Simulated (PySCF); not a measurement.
These compounds are isomers of formula C7H10NP.

A. SMILES CC/C=P\n1cccc1
B. `Cc1cn(C2CC2)cp1`
C. SMILES C=Cc1cpcn1CC
D. SMILES CC(C)c1ncccp1

Spectrum 1. ¹³C{¹H} NMR (computed): δ 160.4 (CH), 143.2 (C), 135.4 (CH), 131.8 (CH), 120.0 (CH2), 47.6 (CH2), 18.2 (CH3).

Spectrum 2. ¹³C{¹H} NMR (computed): δ 189.3 (CH), 127.6 (CH), 117.3 (CH), 29.6 (CH2), 17.4 (CH3).

Spectrum 3. ¹³C{¹H} NMR (computed): δ 216.3 (C), 176.3 (CH), 152.9 (CH), 127.5 (CH), 44.7 (CH), 25.9 (CH3).

Spectrum 4. ¹³C{¹H} NMR (computed): δ 161.4 (CH), 151.1 (C), 133.7 (CH), 32.9 (CH), 17.3 (CH3), 8.6 (CH2).

[PySCF 2.14: NMR shieldings at PBE0/pcSseg-1/GIAO; coordinates at the PBE0-D3(BJ)/def2-SVP level; one averaged value for each set of equivalent atoms; single conformer; no solvent model; relativity neglected]

Scale: TMS for ¹³C (184.41 ppm) (reference shieldings calculated alike). Splittings of carbon signals by F and P are missing where no couplings were computed. Shifts are as computed. Against solution values, carbons near 30 ppm lie about +2 ppm off and those near 130 ppm about +5 ppm. Of 1313 compounds with measured shifts, 239 miss one by over three times the rms of a fit or turn the order of signals round; such compounds aren't used in these exercises.

Match each spectrum to its structure.

Results:

1–C, 2–A, 3–D, 4–B.

- Spectrum 1 (C): 7 ¹³C signals; δC 160.4 is an aromatic CH next to a ring nitrogen; δC 135.4 is an aromatic CH.
- Spectrum 2 (A): 5 ¹³C signals; δC 29.6 is an sp3 CH2; δC 17.4 is a methyl carbon.
- Spectrum 3 (D): 6 ¹³C signals; δC 152.9 is an aromatic CH next to a ring nitrogen; δC 127.5 is an aromatic CH.
- Spectrum 4 (B): 6 ¹³C signals; δC 161.4 is an aromatic CH next to a ring nitrogen; δC 32.9 is a three-membered-ring carbon.
